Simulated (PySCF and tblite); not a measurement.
The numbers below are computed, except where a source is named.
# Conformers and averaged properties: C8H13F, numbered as in [CH3:1][C@H:2]1[CH2:3][C@@H:4]2[CH2:5][C@@H:6]2[CH2:7][C@@H:8]1[F:9]

Geometries GFN2-xTB; weights from PBE0-D3(BJ)/pcSseg-1 energies and GFN2-xTB thermal corrections, with symmetry numbers and mirror pairs. Conformers within 2.5 kcal/mol (GFN2-xTB free energy) were kept, 2 at most. GIAO shieldings: PBE0/pcSseg-1. Shifts are against TMS (¹H), TMS (¹³C), CFCl3 (¹⁹F) at the same level; of two unlike H on one atom, a is the less shielded. (PySCF 2.14, tblite 0.8.)

The 6-ring runs over atoms 2–3–4–6–7–8.

| conformer | shape | symmetry | E(GFN2) kcal/mol | E(DFT) kcal/mol | G(298.15 K) kcal/mol | weight % | dipole D |
| --- | --- | --- | --- | --- | --- | --- | --- |
| 1 | 6-ring half-chair (ring torsions -19, 2, -18, 50, -67, 49°) | C1 | 0.00 | 0.00 | 0.00 | 82.0 | 1.87 |
| 2 | 6-ring half-chair (ring torsions 23, -2, 10, -40, 63, -52°) | C1 | 0.89 | 0.58 | 0.90 | 18.0 | 1.81 |

Weights (%) against temperature:

```csv
T (K),1,2,S(mix) cal/mol/K
250,85.3,14.7,0.83
298.15,82.0,18.0,0.94
350,79.1,20.9,1.02
```

Averaged shifts at 298.15 K. ¹H: 4.23 (H8, 1H), 2.41 (H7a, 1H), 2.09 (H3a, 1H), 1.73 (H7b, 1H), 1.55 (H3b, 1H), 1.28 (H2, 1H), 1.07 (H1, 3H), 0.89 (H6, 1H), 0.81 (H4, 1H), 0.67 (H5a, 1H), -0.05 (H5b, 1H) ppm. ¹³C: 97.6 (C8), 35.1 (C2), 34.5 (C3), 34.4 (C7), 19.3 (C1), 13.8 (C5), 13.1 (C4), 11.3 (C6) ppm. ¹⁹F: -212.3 (F9) ppm.

Coordinates of conformer 1 (Å):

```xyz
22

C     2.455   -0.615    0.278
C     1.014   -0.304   -0.120
C     0.034   -1.093    0.751
C    -1.411   -0.688    0.558
C    -2.031   -0.650   -0.806
C    -1.754    0.632   -0.073
C    -0.650    1.546   -0.564
C     0.707    1.185    0.036
F     1.674    1.938   -0.612
H     2.658   -1.677    0.160
H     3.148   -0.056   -0.346
H     2.630   -0.342    1.317
H     0.879   -0.572   -1.173
H     0.299   -0.932    1.800
H     0.146   -2.161    0.546
H    -2.053   -1.022    1.365
H    -1.412   -0.888   -1.656
H    -3.055   -0.975   -0.914
H    -2.614    1.154    0.328
H    -0.557    1.483   -1.652
H    -0.882    2.583   -0.317
H     0.765    1.474    1.093
```

Coordinates of conformer 2 (Å):

```xyz
22

C     1.974   -0.045    1.022
C     1.260   -0.216   -0.316
C     0.263   -1.380   -0.281
C    -0.955   -1.080    0.571
C    -2.181   -0.510   -0.082
C    -1.357    0.346    0.830
C    -0.541    1.496    0.279
C     0.537    1.071   -0.717
F    -0.028    0.892   -1.971
H     2.601   -0.911    1.218
H     2.606    0.841    1.012
H     1.256    0.047    1.833
H     2.006   -0.427   -1.089
H     0.770   -2.268    0.101
H    -0.051   -1.595   -1.305
H    -1.117   -1.779    1.382
H    -2.129   -0.304   -1.140
H    -3.154   -0.837    0.253
H    -1.783    0.562    1.804
H    -1.199    2.215   -0.218
H    -0.047    2.014    1.102
H     1.258    1.890   -0.848
```

Unscaled ¹⁹F shifts at such levels can be off by tens of ppm; differences between conformers or isomers are more reliable. Shifts are unscaled: against experiment ¹³C can be off by 15 ppm or more and ¹H by 0.8 ppm. For its torsions the set is small; conformers may be missing.

Search and properties took 70 s on 1 thread of Arm Neoverse V2, on a host shared with other jobs (rough), launched as `OMP_NUM_THREADS=1 python ens_run.py task.json out`.
